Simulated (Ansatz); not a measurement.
Ansatz results at the PBE0-D4/def2-TZVP geometry: size of the dipole moment (B3LYP/def2-TZVPP) 2.92 D; HOMO–LUMO gap (PBE0/def2-TZVPP) 8.76 eV; HOMO energy (B3LYP/def2-TZVPP) -7.73 eV.

Problem. Which molecule gave them?
A. `C=NBCCl`
B. `F[Si]1(F)NCO1`
C. `C=[C]1[AlH][SiH2]1`
D. `[AlH2][O]C[SiH3]`

Solution. B. The others give `C=[C]1[AlH][SiH2]1`: 1.04, 4.16, -6.13; `C=NBCCl`: 1.89, 6.84, -7.65; `[AlH2][O]C[SiH3]`: 0.94, 6.60, -7.47.

B3LYP here is the variant with VWN-RPA as its local correlation; programs differ in this.
